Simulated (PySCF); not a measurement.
PySCF input file for Nb(O)(OH)(NH2)2 (H5N2NbO2), SMILES [NH2][Nb]([NH2])(=[O])[OH], multiplicity 1, PBE-D3(BJ)/def2-SVP. Coordinates come from a PBE-D3(BJ)/def2-SVP optimisation. The multiplicity is an assumed one; no other spin state was optimised. The structure was generated by enumeration; whether it is a known compound was not checked. The def2 effective core potentials stand for the cores of Nb; spin–orbit coupling is left out. One conformer was computed; it need not be the lowest.

```python
import numpy as np
from pyscf import gto, scf, dft, df
from pyscf.hessian import thermo

mol = gto.M(
    atom='''
    Nb    0.05977761    0.01839010   -0.00000000
    O     1.76360693   -0.21011771    0.00000001
    O    -0.52562488    1.85640389   -0.00000000
    H    -0.00787586    2.67949668    0.00000000
    N    -0.63868667   -0.85786204   -1.64777325
    H    -1.62186068   -0.87763855   -1.94026182
    H    -0.08076383   -1.41921723   -2.29924654
    N    -0.63868667   -0.85786204    1.64777324
    H    -0.08076384   -1.41921723    2.29924654
    H    -1.62186069   -0.87763855    1.94026182
    ''',
    basis='def2-SVP',
    ecp={'Nb': 'def2-svp'},
    charge=0,
    spin=0,
    max_memory=1600,
    verbose=3,
)
mf = dft.RKS(mol, xc='pbe').density_fit(auxbasis='def2-universal-jkfit')
mf.disp = 'd3bj'
mf.grids.level = 3
mf.conv_tol = 1e-11
mf.max_cycle = 100
mf.kernel()

# [left out here: the lines that compute and print the analytic Hessian (its translational invariance restored by hand, since the grid's response is missing), thermochemistry and intensities]
```

Output:

```
converged SCF energy = -319.684126933552

WARN: DFTD3 does not support analytical Hessian, using finite difference


WARN: Mole.unit (angstrom) is changed to Bohr

Mode                                 0                   1                   2
Irrep
Freq [cm^-1]                      163.3857            173.0440            178.6777
Reduced mass [au]                   2.2355              3.8862              2.5559
Force const [Dyne/A]                0.0352              0.0686              0.0481
Char temp [K]                     235.0757            248.9718            257.0775
Normal mode                   x     y     z       x     y     z       x     y     z
       0  Nb                -0.00  0.00  0.02   -0.03 -0.01  0.00    0.00 -0.00  0.03
       1   O                -0.00 -0.00 -0.15   -0.02  0.11 -0.00    0.00  0.00 -0.00
       2   O                -0.00  0.00  0.03    0.14  0.05 -0.00   -0.00 -0.00 -0.14
       3   H                -0.00  0.00 -0.36    0.32 -0.06 -0.00   -0.00 -0.00 -0.47
       4   N                 0.07 -0.00  0.00    0.02 -0.06  0.00   -0.02  0.09  0.00
       5   H                 0.07 -0.25  0.05    0.02 -0.19 -0.00   -0.01  0.24 -0.03
       6   H                 0.20  0.18 -0.05    0.10  0.07 -0.04   -0.07  0.06 -0.02
       7   N                -0.07  0.00  0.00    0.02 -0.06 -0.00    0.02 -0.09  0.00
       8   H                -0.20 -0.18 -0.05    0.10  0.07  0.04    0.07 -0.06 -0.02
       9   H                -0.07  0.25  0.05    0.02 -0.19  0.00    0.01 -0.24 -0.03
Mode                                 3                   4                   5
Irrep
Freq [cm^-1]                      183.7572            187.7236            283.7016
Reduced mass [au]                   3.3909              3.2928              1.2672
Force const [Dyne/A]                0.0675              0.0684              0.0601
Char temp [K]                     264.3857            270.0924            408.1834
Normal mode                   x     y     z       x     y     z       x     y     z
       0  Nb                -0.03  0.02  0.00   -0.01 -0.04  0.00    0.00 -0.00 -0.00
       1   O                -0.05 -0.11  0.00    0.00  0.06 -0.00    0.00  0.00 -0.04
       2   O                 0.00  0.03 -0.00    0.00 -0.04  0.00   -0.00 -0.00  0.09
       3   H                -0.03  0.05 -0.00    0.05 -0.07 -0.00   -0.00  0.00 -0.39
       4   N                 0.10 -0.00 -0.05    0.02  0.10 -0.09    0.02 -0.04  0.01
       5   H                 0.15 -0.00 -0.21    0.02  0.13 -0.12    0.10  0.35 -0.27
       6   H                 0.19 -0.09  0.10    0.04  0.24 -0.19   -0.02 -0.27  0.18
       7   N                 0.10 -0.00  0.05    0.02  0.10  0.09   -0.02  0.04  0.01
       8   H                 0.19 -0.09 -0.10    0.04  0.24  0.19    0.02  0.27  0.18
       9   H                 0.15 -0.00  0.21    0.02  0.13  0.12   -0.10 -0.35 -0.27
Mode                                 6                   7                   8
Irrep
Freq [cm^-1]                      320.2143            367.4570            419.5222
Reduced mass [au]                   1.5660              1.1627              1.2442
Force const [Dyne/A]                0.0946              0.0925              0.1290
Char temp [K]                     460.7171            528.6889            603.5991
Normal mode                   x     y     z       x     y     z       x     y     z
       0  Nb                -0.00  0.00 -0.02   -0.00 -0.01 -0.00   -0.00  0.00 -0.00
       1   O                -0.00 -0.00  0.11    0.01  0.08  0.00   -0.00 -0.00  0.01
       2   O                -0.00  0.00  0.08    0.02 -0.02  0.00    0.00  0.00  0.00
       3   H                -0.00  0.00 -0.67    0.16 -0.11 -0.00    0.00  0.00  0.01
       4   N                -0.04 -0.01 -0.02    0.00  0.00 -0.03   -0.02 -0.07  0.04
       5   H                -0.08 -0.19  0.15    0.03  0.31 -0.13    0.04  0.25 -0.19
       6   H                -0.06  0.07 -0.11   -0.16 -0.46  0.23    0.08  0.44 -0.31
       7   N                 0.04  0.01 -0.02    0.00  0.00  0.03    0.02  0.07  0.04
       8   H                 0.06 -0.07 -0.11   -0.16 -0.46 -0.23   -0.08 -0.44 -0.31
       9   H                 0.08  0.19  0.15    0.03  0.31  0.13   -0.04 -0.25 -0.19
Mode                                 9                  10                  11
Irrep
Freq [cm^-1]                      469.5019            483.3635            528.2405
Reduced mass [au]                   1.2799              1.3613              1.2525
Force const [Dyne/A]                0.1662              0.1874              0.2059
Char temp [K]                     675.5086            695.4525            760.0205
Normal mode                   x     y     z       x     y     z       x     y     z
       0  Nb                 0.00 -0.01  0.00   -0.01  0.00  0.00   -0.00 -0.00  0.00
       1   O                 0.00 -0.01 -0.00   -0.00  0.03 -0.00   -0.00 -0.00  0.02
       2   O                -0.03  0.01 -0.00    0.10 -0.06 -0.00    0.00  0.00 -0.01
       3   H                 0.23 -0.15 -0.00   -0.69  0.42  0.00   -0.00  0.00 -0.02
       4   N                 0.01  0.07 -0.05   -0.01  0.02 -0.03   -0.08  0.02 -0.00
       5   H                -0.08 -0.45  0.26   -0.03 -0.13  0.04    0.05 -0.24 -0.40
       6   H                -0.02 -0.21  0.17   -0.02 -0.11  0.07    0.31  0.09  0.26
       7   N                 0.01  0.07  0.05   -0.01  0.02  0.03    0.08 -0.02 -0.00
       8   H                -0.02 -0.21 -0.17   -0.02 -0.11 -0.07   -0.31 -0.09  0.26
       9   H                -0.08 -0.45 -0.26   -0.03 -0.13 -0.04   -0.05  0.24 -0.40
Mode                                12                  13                  14
Irrep
Freq [cm^-1]                      548.2518            659.8087            666.8485
Reduced mass [au]                   1.3041              5.3178              5.7056
Force const [Dyne/A]                0.2310              1.3640              1.4949
Char temp [K]                     788.8123            949.3179            959.4465
Normal mode                   x     y     z       x     y     z       x     y     z
       0  Nb                -0.01  0.00 -0.00   -0.02 -0.01 -0.00    0.00  0.00 -0.05
       1   O                -0.03 -0.01 -0.00   -0.02  0.01  0.00    0.00 -0.00  0.02
       2   O                -0.00  0.04  0.00    0.03 -0.07  0.00   -0.00  0.00  0.01
       3   H                -0.04  0.07  0.00    0.01 -0.06 -0.00    0.00  0.00 -0.05
       4   N                 0.07 -0.03 -0.03    0.07  0.07  0.12    0.04  0.07  0.13
       5   H                -0.06  0.15  0.39    0.05  0.10  0.18    0.05  0.04  0.11
       6   H                -0.31 -0.08 -0.30    0.03  0.05  0.12    0.11  0.09  0.16
       7   N                 0.07 -0.03  0.03    0.07  0.07 -0.12   -0.04 -0.07  0.13
       8   H                -0.31 -0.08  0.30    0.03  0.05 -0.12   -0.11 -0.09  0.16
       9   H                -0.06  0.15 -0.39    0.05  0.10 -0.18   -0.05 -0.04  0.11
Mode                                15                  16                  17
Irrep
Freq [cm^-1]                      698.1299            987.3802           1454.9535
Reduced mass [au]                   5.5475             17.3852              1.1181
Force const [Dyne/A]                1.5930              9.9861              1.3945
Char temp [K]                    1004.4535           1420.6202           2093.3541
Normal mode                   x     y     z       x     y     z       x     y     z
       0  Nb                 0.00 -0.05 -0.00   -0.04  0.01  0.00   -0.00 -0.00  0.00
       1   O                 0.01  0.02  0.00    0.23 -0.03 -0.00   -0.00 -0.00  0.00
       2   O                -0.04  0.19 -0.00    0.00  0.01 -0.00   -0.00 -0.00  0.00
       3   H                -0.17  0.28  0.00   -0.00  0.01  0.00    0.00 -0.00 -0.00
       4   N                 0.00  0.03  0.03    0.01 -0.00 -0.01   -0.02 -0.03 -0.05
       5   H                 0.02  0.03 -0.02   -0.01  0.01  0.03   -0.13  0.27  0.36
       6   H                 0.04 -0.02  0.11   -0.01 -0.01 -0.02    0.40  0.09  0.24
       7   N                 0.00  0.03 -0.03    0.01 -0.00  0.01    0.02  0.03 -0.05
       8   H                 0.04 -0.02 -0.11   -0.01 -0.01  0.02   -0.40 -0.09  0.24
       9   H                 0.02  0.03  0.02   -0.01  0.01 -0.03    0.13 -0.27  0.36
Mode                                18                  19                  20
Irrep
Freq [cm^-1]                     1458.1439           3461.9741           3464.2082
Reduced mass [au]                   1.1145              1.0499              1.0506
Force const [Dyne/A]                1.3961              7.4138              7.4287
Char temp [K]                    2097.9444           4981.0099           4984.2243
Normal mode                   x     y     z       x     y     z       x     y     z
       0  Nb                -0.00 -0.00  0.00   -0.00 -0.00 -0.00    0.00  0.00 -0.00
       1   O                 0.00 -0.00  0.00   -0.00  0.00 -0.00    0.00 -0.00 -0.00
       2   O                -0.00  0.00  0.00    0.00 -0.00 -0.00   -0.00  0.00 -0.00
       3   H                -0.00  0.00  0.00   -0.00 -0.00 -0.00    0.00  0.00 -0.00
       4   N                 0.02  0.03  0.05    0.02  0.02  0.03   -0.02 -0.02 -0.03
       5   H                 0.13 -0.27 -0.37   -0.51 -0.00 -0.14    0.51 -0.00  0.14
       6   H                -0.40 -0.09 -0.24    0.26 -0.24 -0.27   -0.26  0.24  0.27
       7   N                 0.02  0.03 -0.05   -0.02 -0.02  0.03   -0.02 -0.02  0.03
       8   H                -0.40 -0.09  0.24   -0.26  0.24 -0.27   -0.26  0.24 -0.27
       9   H                 0.13 -0.27  0.37    0.51  0.00 -0.14    0.51 -0.00 -0.14
Mode                                21                  22                  23
Irrep
Freq [cm^-1]                     3558.9396           3558.9754           3781.2495
Reduced mass [au]                   1.0938              1.0937              1.0675
Force const [Dyne/A]                8.1622              8.1618              8.9926
Char temp [K]                    5120.5217           5120.5731           5440.3761
Normal mode                   x     y     z       x     y     z       x     y     z
       0  Nb                 0.00 -0.00  0.00    0.00 -0.00 -0.00   -0.00  0.00 -0.00
       1   O                 0.00  0.00 -0.00    0.00  0.00  0.00   -0.00  0.00 -0.00
       2   O                -0.00 -0.00 -0.00   -0.00 -0.00  0.00   -0.03 -0.05 -0.00
       3   H                 0.00  0.00  0.00    0.00  0.00 -0.00    0.50  0.82  0.00
       4   N                -0.05  0.02  0.01    0.05 -0.02 -0.02    0.00  0.00  0.00
       5   H                 0.38  0.01  0.12   -0.44 -0.01 -0.14   -0.00 -0.00  0.00
       6   H                 0.26 -0.26 -0.31   -0.30  0.30  0.35    0.00 -0.00 -0.00
       7   N                 0.05 -0.02  0.02    0.05 -0.02  0.01    0.00  0.00 -0.00
       8   H                -0.30  0.30 -0.35   -0.26  0.26 -0.31    0.00 -0.00  0.00
       9   H                -0.44 -0.01  0.14   -0.38 -0.01  0.12   -0.00 -0.00 -0.00
temperature 298.1500 [K]
pressure 101325.00 [Pa]
Rotational constants [GHz] 3.14940 3.06361 2.74475
Symmetry number 1
Zero-point energy (ZPE) 0.06392 [Eh]   167820.834 [J/mol]
                           tot       elec      trans        rot        vib
Entropy [J/mol/K]       369.434      0.000    171.882    112.541     85.011
Cv [J/mol/K]            124.490      0.000     12.472     12.472     99.546
Cp [J/mol/K]            132.804      0.000     20.786     12.472     99.546
Internal energy [J/mol]                      3718.434   3718.434 182932.334
Internal energy [Eh]   -319.61162  -319.68413
Enthalpy [J/mol]                             6197.391   3718.434 182932.334
Enthalpy [Eh]          -319.61067
Gibbs free energy [J/mol]                  -45049.123 -29835.673 157586.193
Gibbs free energy [Eh] -319.65263
mode   freq/cm-1   IR/(km/mol)
   1      163.39         0.957
   2      173.04        11.479
   3      178.68         7.429
   4      183.76         2.414
   5      187.72         0.595
   6      283.70        59.509
   7      320.21        38.032
   8      367.46         6.515
   9      419.52       118.233
  10      469.50       298.198
  11      483.36        83.087
  12      528.24         0.103
  13      548.25        16.181
  14      659.81        30.751
  15      666.85       158.630
  16      698.13       120.033
  17      987.38       142.143
  18     1454.95        26.031
  19     1458.14        18.944
  20     3461.97        81.698
  21     3464.21        35.276
  22     3558.94         8.570
  23     3558.98        45.571
  24     3781.25       171.705
max |gradient| / (hartree/bohr): 8.674649228146788e-05
APT charges: [ 2.001  -0.6945 -0.8331  0.3174 -0.7425  0.1785  0.1687 -0.7425  0.1687
  0.1785]
```

The calculation finished and met its thresholds.

Cost: roughly 3.0 core-minutes.
